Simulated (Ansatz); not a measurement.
Consider the ligand exchange at a Ge–O bond: `C[O][Ge][NH2]` + HCl → `[NH2][Ge][Cl]` + CH₃OH.

Program: Ansatz. Geometries: PBE0-D4/def2-TZVP. ΔE: electronic, gas phase. CCSD(T)/CBS is the MP2 limit (def2-TZVPP, def2-QZVPP) plus CCSD(T) − MP2 in def2-TZVPP, frozen cores. This one scheme is used for every species. DFT in def2-TZVPP. For Ge outer-core shells are correlated without core-valence functions, which leaves a few kJ/mol of doubt a bond. Scalar relativity is left out up to krypton. Each species was taken in one conformer, which may not be the lowest.

```csv
level,ΔE (kcal/mol)
BLYP-D4,-10.6
r2SCANh-D4,-11.2
ωB97M-V,-11.1
CCSD(T)/def2-SVP,-8.1
```

Q: What does CCSD(T)/CBS give? (Estimate.)

A: The calculation gave: -10.3 kcal/mol. The listed levels differ from it by -0.3, -0.9, -0.8, 2.2 kcal/mol.

Largest T1 diagnostic among the species: 0.014.

In def2-TZVPP, CCSD(T) changes the Hartree–Fock value by +3.9 kcal/mol (the triples alone add +0.4 kcal/mol) and MP2 by +3.9 kcal/mol. At CCSD(T), def2-SVP lies +2.2 kcal/mol from the extrapolated value and def2-TZVPP +1.2 kcal/mol.
